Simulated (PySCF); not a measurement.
# Core-level binding energies of MnO3Cl

MnO3Cl (singlet state).
Bonds: Mn1–O2, Mn1–O3, Mn1–O4, Mn1–Cl5.

Method used: PySCF 2.14.0, delta-SCF UKS SCAN, pcX-2 on the ionised atom (unc-x2c-TZVPall on a metal), pcseg-1 elsewhere, spin-free X2C. Vertical ΔSCF values, vacuum level as zero.

Q: What binding energy does each computed site have?

A: 
```json
{"atom(s)": "Cl5", "environment": "chlorine bonded to Mn", "level": "Cl 2p3/2", "binding energy (eV)": "206.83", "2p1/2 (eV)": "208.48", "count": "1"}
{"atom(s)": "O2/O3/O4", "environment": "oxygen bonded to Mn", "level": "O 1s", "binding energy (eV)": "539.39", "2p1/2 (eV)": "–", "count": "3"}
{"atom(s)": "Cl5", "environment": "chlorine bonded to Mn", "level": "Cl 1s", "binding energy (eV)": "2829.44", "2p1/2 (eV)": "–", "count": "1"}
```

Q: Which effective nuclear charge Zeff reproduces each element's mean 1s value in the hydrogen-like formula E = 13.606 eV × Zeff²?

A: O (Z = 8): mean 539.4 eV, Zeff = 6.30, Z − Zeff = 1.70; Cl (Z = 17): mean 2829.4 eV, Zeff = 14.42, Z − Zeff = 2.58. Means run over the listed sites, weighted by atom count.

The first atom of each set that the bonding makes equivalent was ionised and stands for the set. Not every level is listed. Spin contamination (⟨S²⟩ against 0.75 for a pure doublet) is marked for O 1s of O2 (atom 2)/O3/O4 (0.86), which makes this value less certain. The 2p values aren't plain energy differences: one relaxed spin-free 2p hole is combined with a matrix within the shell (ground-state 2p orbital-energy differences and spin–orbit coupling). 2p3/2, the mean of its two sublevels, lies a third of the splitting below the shell's mean and 2p1/2 two thirds above it; the statistical areas are 2:1. 2p1/2 minus 2p3/2 (ligand field included): Cl 1.65 eV. No level of manganese is listed. Geometry: PBE0-D3(BJ)/def2-SVP; no solvent, vibrations or thermal averaging. Metal 2p energies of this one-determinant scheme are less reliable than its 1s energies.

Hardware: an x86-64 server with one thread, on a shared host. Cost: 22 s.
